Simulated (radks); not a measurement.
Question: All-electron atom: the xenon ion Xe52+ in [He]. Calculated with a radial shooting solver on a logarithmic mesh with Libxc functionals: scalar-relativistic Kohn-Sham, exchange-only B88, spin-polarised, spherical densities, point nucleus. Some entries of the table are withheld. Estimate them.

orbital,occ.,eigenvalue (hartree),<r> (bohr),<r^2> (bohr^2)
1s,2,-1470.646,0.02649,0.0009502
2s,0,(1),(2),0.01349
2p,0,-350.1950,(3),0.01025

Answer: 
(1) 2s eigenvalue (hartree): -363.5570
(2) 2s <r> (bohr): 0.1073
(3) 2p <r> (bohr): 0.09217
